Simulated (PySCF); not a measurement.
Correlation energy of Fe¹²⁺ (iron, charge +12)

[Ne] 3s2 3p2, high-spin 3P determinant. All numbers are calculated (PySCF 2.14, the spin-free X2C one-electron Hamiltonian (Gaussian nucleus), in an even-tempered Gaussian basis (19 s from 0.69 bohr⁻², ratio 2.5; 12 p from 0.9 bohr⁻², ratio 2.5; 5 d from 5 bohr⁻², ratio 2.7; 4 f from 7.5 bohr⁻², ratio 2.7)). Frozen: 1s2; 12 electrons correlated; the 22 highest virtual orbitals of each spin left out.

```tsv
level	correlation energy (mhartree)
CCSD	-459.74
(T)	-2.67
CCSD(T)	-462.41
```

Diagnostics: T1 = 0.0023, D1 = 0.0092, largest double amplitude 0.085.

Cost of the coupled-cluster step: roughly 24 core-seconds, for 12 correlated electrons.
